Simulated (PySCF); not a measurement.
An equivalent PySCF input for Ca (calcium, neutral), [Ar] 4s2, closed-shell 1S, with scalar relativity by spin-free X2C-1e:

```python
from pyscf import gto, scf, dft, mp, cc
import basis_set_exchange as bse
mol = gto.M(atom="Ca 0 0 0", charge=0, spin=0, symmetry="D2h",
            basis=gto.basis.parse(bse.get_basis("x2c-TZVPPall", elements=["Ca"], fmt="nwchem", augment_diffuse=1)),
            nucmod="G")
mf = dft.UKS(mol, xc="PBE0").sfx2c1e()
mf.irrep_nelec = {'Ag': (4, 4), 'B1u': (2, 2), 'B2u': (2, 2), 'B3u': (2, 2)}
mf.kernel()
```

It reaches the same state as the run whose output follows, with an energy that differs only through the grid. The run itself started from symmetry-adapted Hartree-Fock orbitals and held the occupation by maximum overlap, on a logarithmic radial grid, so the iterations belong to that start.

```
SCF conv_tol = 1e-09
number electrons alpha = 10  beta = 10
XC functionals = PBE0
    C. Adamo and V. Barone.,  J. Chem. Phys. 110, 6158 (1999)
    M. Ernzerhof and G. E. Scuseria.,  J. Chem. Phys. 110, 5029 (1999)
cycle= 1 E= -680.26550967994  delta_E= -0.00277  |g|= 0.0122  |ddm|= 0.236
cycle= 2 E= -680.265565057942  delta_E= -5.54e-05  |g|= 0.00585  |ddm|= 0.0249
cycle= 3 E= -680.265577341019  delta_E= -1.23e-05  |g|= 0.000111  |ddm|= 0.00986
cycle= 4 E= -680.265577359923  delta_E= -1.89e-08  |g|= 1.6e-05  |ddm|= 0.001
cycle= 5 E= -680.265577360198  delta_E= -2.74e-10  |g|= 1.63e-07  |ddm|= 0.000114
converged SCF energy = -680.265577360198  <S^2> = -2.1316282e-14  2S+1 = 1
```
